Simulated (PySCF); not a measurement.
BeF2, SMILES [F][Be][F]. Geometry: PBE-D3(BJ)/def2-TZVP. The isomer is the one that the SMILES or the coordinates give; other isomers of the formula were not compared.

Computed equilibrium geometry at PBE-D3(BJ)/def2-TZVP (PySCF confirms it by a frequency run) as a Z-matrix, and its point group:
point group D∞h.
```
Be
F 1 1.3906
F 1 1.3906 2 180.00
```
Charge 0, spin multiplicity 1.
